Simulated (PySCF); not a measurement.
C4H7FSi, SMILES F[C@@H]1CC=C1[SiH3]. The structure is a stationary point at PBE-D3(BJ)/def2-SVP. The structure was generated by enumeration; whether it is a known compound was not checked.

Level of theory: PBE-D3(BJ)/def2-SVP (PySCF).

Harmonic wavenumbers (cm⁻¹): 88, 125, 163, 234, 369, 474, 501, 618, 665, 743, 846, 877, 896, 902, 915, 930, 992, 1048, 1087, 1140, 1149, 1185, 1237, 1317, 1388, 1596, 2158, 2166, 2173, 2967, 2978, 3044, 3111. Rotational constants (GHz): 4.640, 2.011, 1.494; symmetry number 1.

Q: Work out the zero-point energy and the ideal-gas rigid-rotor harmonic-oscillator thermochemistry at 298.15 K and 1 atm.

A: ZPE = ½ Σ hcν = ½ × 40084 cm⁻¹ = 57.30 kcal/mol. H − E(el) = 62.36 kcal/mol. Entropy in cal/(mol K): translation 39.78, rotation 27.54, vibration 15.91, total 83.23. G − E(el) = 37.54 kcal/mol. Cp = 27.51 cal/(mol K). Modes under 150 cm⁻¹ make the vibrational entropy uncertain.
